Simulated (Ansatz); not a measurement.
A geometry optimisation of CH2FGaIn with PBE0-D3(BJ)/def2-SVP

The starting geometry of this gas-phase doublet was optimised with GFN2-xTB.

```xyz
6

C     0.4261   -0.8704   -0.6578
F    -2.8955   -1.7741    0.2678
Ga   -1.4830   -0.2185   -0.8461
In   -4.5245   -0.3436   -0.1436
H     1.0380   -0.5961   -1.5359
H     0.4753   -1.9714   -0.5918
```

Question: Predict what becomes of its bonds when it is optimised with PBE0-D3(BJ)/def2-SVP.

Answer: A new bond forms, giving a structure with F2 bridging Ga3 and In4, given below by its coordinates. Contacts that close: F2–Ga3 (2.38 → 1.97 Å).

The energy falls by 0.58 eV over 9 steps:

| step | E − E(last) (eV) |
| --- | --- |
| 1 | 0.583 |
| 2 | 0.267 |
| 3 | 0.111 |
| 4 | 0.029 |
| 5 | 0.011 |
| 6 | 0.005 |
| 7 | 0.000 |
| 8 | 0.000 |
| 9 | 0.000 |

Final geometry (Å):

```json
{"atom": "C", "x (Å)": "0.1757", "y (Å)": "-1.0094", "z (Å)": "-0.8903"}
{"atom": "F", "x (Å)": "-2.5775", "y (Å)": "-1.6849", "z (Å)": "0.1326"}
{"atom": "Ga", "x (Å)": "-1.6365", "y (Å)": "-0.2443", "z (Å)": "-0.8339"}
{"atom": "In", "x (Å)": "-4.3785", "y (Å)": "-0.3354", "z (Å)": "-0.1099"}
{"atom": "H", "x (Å)": "1.0371", "y (Å)": "-0.5123", "z (Å)": "-1.3565"}
{"atom": "H", "x (Å)": "0.4161", "y (Å)": "-1.9877", "z (Å)": "-0.4495"}
```

Frequencies at the end are all real (lowest 69 cm⁻¹). Open shells are spin-unrestricted. Atoms past krypton carry core potentials, without spin–orbit terms. Run with Ansatz 0.2.0, 66 s on 2 threads of Arm Neoverse V2, on a shared host.
